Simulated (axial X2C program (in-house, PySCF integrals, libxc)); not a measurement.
Outer orbitals of CdB at 2.415 Å, HF

Computed with an in-house all-electron X2C program for linear molecules (integrals from PySCF). Spin-free means the one-electron spin-free X2C Hamiltonian; two-component (2c) means X2C with spin–orbit coupling and atomic mean-field two-electron Coulomb and Gaunt terms, so the difference of the two also holds small scalar two-electron terms. Basis: Cd dyall-cv3z [12s12p8d5f3g], B dyall-v3z [7s6p2d1f] (cores contracted in-house); Gaussian nuclei, density fitting, unrestricted open shells. Masses: Cd 113.903 u, B 11.009 u.

The distance is close to the 2c PBE0 minimum; the highest filled and lowest empty levels are listed.

Spin-free orbitals, state M_S = 1/2, Λ = 1 (beyond evenly filled blocks: π+α) (Löwdin shares):

```json
{"symmetry": "σα", "occupied": "yes", "ε (eV)": "-20.46", "atomic character": "96% Cd d, 3% B s"}
{"symmetry": "σβ", "occupied": "yes", "ε (eV)": "-20.37", "atomic character": "98% Cd d"}
{"symmetry": "π+α", "occupied": "yes", "ε (eV)": "-20.27", "atomic character": "99% Cd d"}
{"symmetry": "π-α", "occupied": "yes", "ε (eV)": "-20.19", "atomic character": "100% Cd d"}
{"symmetry": "π-β", "occupied": "yes", "ε (eV)": "-20.19", "atomic character": "100% Cd d"}
{"symmetry": "π+β", "occupied": "yes", "ε (eV)": "-20.19", "atomic character": "100% Cd d"}
{"symmetry": "δ+α", "occupied": "yes", "ε (eV)": "-20.17", "atomic character": "100% Cd d"}
{"symmetry": "δ-α", "occupied": "yes", "ε (eV)": "-20.16", "atomic character": "100% Cd d"}
{"symmetry": "δ-β", "occupied": "yes", "ε (eV)": "-20.16", "atomic character": "100% Cd d"}
{"symmetry": "δ+β", "occupied": "yes", "ε (eV)": "-20.16", "atomic character": "100% Cd d"}
{"symmetry": "σα", "occupied": "yes", "ε (eV)": "-15.12", "atomic character": "72% B s, 12% Cd s, 9% Cd p"}
{"symmetry": "σβ", "occupied": "yes", "ε (eV)": "-12.92", "atomic character": "69% B s, 18% Cd s, 9% Cd p"}
{"symmetry": "π+α", "occupied": "yes", "ε (eV)": "-8.12", "atomic character": "92% B p, 6% Cd p, 2% Cd d"}
{"symmetry": "σα", "occupied": "yes", "ε (eV)": "-7.61", "atomic character": "59% Cd s, 25% B p, 7% B s"}
{"symmetry": "σβ", "occupied": "yes", "ε (eV)": "-7.36", "atomic character": "51% Cd s, 31% B p, 10% B s"}
{"symmetry": "π-α", "occupied": "no", "ε (eV)": "0.25", "atomic character": "57% Cd p, 42% B p"}
{"symmetry": "σα", "occupied": "no", "ε (eV)": "0.28", "atomic character": "46% B p, 31% Cd p, 19% Cd s"}
{"symmetry": "σβ", "occupied": "no", "ε (eV)": "0.33", "atomic character": "40% B p, 36% Cd p, 22% Cd s"}
{"symmetry": "π-β", "occupied": "no", "ε (eV)": "0.61", "atomic character": "77% Cd p, 23% B p"}
{"symmetry": "π+β", "occupied": "no", "ε (eV)": "0.61", "atomic character": "77% Cd p, 23% B p"}
```

Spinors with spin–orbit coupling (state Ω = 1/2):

```json
{"ω": "1/2", "occupied": "yes", "ε (eV)": "-20.79", "atomic character": "98% Cd d", "λ mixture": "52% π, 48% σ"}
{"ω": "-1/2", "occupied": "yes", "ε (eV)": "-20.75", "atomic character": "98% Cd d", "λ mixture": "58% σ, 42% π"}
{"ω": "3/2", "occupied": "yes", "ε (eV)": "-20.63", "atomic character": "100% Cd d", "λ mixture": "79% δ, 21% π"}
{"ω": "-3/2", "occupied": "yes", "ε (eV)": "-20.62", "atomic character": "100% Cd d", "λ mixture": "78% δ, 22% π"}
{"ω": "-1/2", "occupied": "yes", "ε (eV)": "-20.02", "atomic character": "98% Cd d", "λ mixture": "57% π, 42% σ"}
{"ω": "1/2", "occupied": "yes", "ε (eV)": "-19.98", "atomic character": "98% Cd d", "λ mixture": "52% σ, 48% π"}
{"ω": "-3/2", "occupied": "yes", "ε (eV)": "-19.86", "atomic character": "100% Cd d", "λ mixture": "78% π, 22% δ"}
{"ω": "3/2", "occupied": "yes", "ε (eV)": "-19.86", "atomic character": "100% Cd d", "λ mixture": "79% π, 21% δ"}
{"ω": "-5/2", "occupied": "yes", "ε (eV)": "-19.84", "atomic character": "100% Cd d", "λ mixture": "100% δ"}
{"ω": "5/2", "occupied": "yes", "ε (eV)": "-19.84", "atomic character": "100% Cd d", "λ mixture": "100% δ"}
{"ω": "-1/2", "occupied": "yes", "ε (eV)": "-15.06", "atomic character": "71% B s, 12% Cd s, 9% Cd p", "λ mixture": "100% σ"}
{"ω": "1/2", "occupied": "yes", "ε (eV)": "-13.07", "atomic character": "69% B s, 17% Cd s, 9% Cd p", "λ mixture": "100% σ"}
{"ω": "1/2", "occupied": "yes", "ε (eV)": "-8.34", "atomic character": "84% B p, 7% Cd s, 4% Cd p", "λ mixture": "76% π, 24% σ"}
{"ω": "-1/2", "occupied": "yes", "ε (eV)": "-7.60", "atomic character": "59% Cd s, 24% B p, 7% Cd p", "λ mixture": "100% σ"}
{"ω": "1/2", "occupied": "yes", "ε (eV)": "-7.23", "atomic character": "44% Cd s, 38% B p, 8% Cd p", "λ mixture": "79% σ, 21% π"}
{"ω": "-3/2", "occupied": "no", "ε (eV)": "0.26", "atomic character": "56% Cd p, 43% B p", "λ mixture": "100% π"}
{"ω": "1/2", "occupied": "no", "ε (eV)": "0.33", "atomic character": "40% B p, 36% Cd p, 22% Cd s", "λ mixture": "96% σ, 4% π"}
{"ω": "-1/2", "occupied": "no", "ε (eV)": "0.33", "atomic character": "47% B p, 31% Cd p, 19% Cd s", "λ mixture": "98% σ, 2% π"}
{"ω": "-1/2", "occupied": "no", "ε (eV)": "0.59", "atomic character": "75% Cd p, 24% B p", "λ mixture": "98% π, 2% σ"}
```

(1) How does the gap between the highest filled and lowest empty level change from the spin-free to the 2c table?

Mulliken charges and populations of the two-component result (they depend on the basis, above all on diffuse functions):

Cd 0.12 e (s 9.75 p 18.12 d 20.00), B -0.12 e (s 3.89 p 1.22 d 0.01). ⟨Lz⟩ = 0.96 ħ and ⟨Sz⟩ = -0.46 ħ (-0.04 and -0.43 on the two atoms), which add up to Ω.

The state is a single determinant with fixed occupations, the lowest that a limited PBE0 search found. PBE0 can misorder states that lie within some tenths of an eV, so this need not be the ground state of the molecule. The nearest other spin-free determinant of the search, M_S = 1/2, Λ = 0, lies 0.47 eV up at the distance of the search. The stretched end of a curve changes character and is left out.

## Answers

(1) From 7.61 to 7.49 eV at HF, a change of -0.12 eV.
